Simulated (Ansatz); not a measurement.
Basis-set extrapolation for `N#C[Si](F)(F)C#N` (PBE0-D4/def2-TZVP geometry, frozen core, the Gaussian-basis code of Ansatz). Multiplicity 1, RHF reference.

```json
{"": "HF", "def2-TZVPP": "-672.763318", "def2-QZVPP": "-672.789489"}
{"": "MP2 correlation", "def2-TZVPP": "-1.263154", "def2-QZVPP": "-1.364517"}
{"": "CCSD(T) correlation", "def2-TZVPP": "-1.319191", "def2-QZVPP": "not run"}
```

Energies in hartree. Use E(X) = E(∞) + A·exp(−7.88·√X) for Hartree–Fock and E(X) = E(∞) + B·X^(−2.97) for correlation, with X = 3 and 4, and add CCSD(T) minus MP2 of the smaller set to the MP2 limit.

Problem. What is the CCSD(T) energy at the basis-set limit?

Solution. HF limit: -672.789489 + (-0.026171) × 0.13774 = -672.79309. MP2 limit: -1.364517 + (-0.101363) × 0.74074 = -1.43960. Higher-order term: -1.319191 − (-1.263154) = -0.05604. Total: -674.28873 hartree, 541.4 kJ/mol below CCSD(T)/def2-TZVPP.
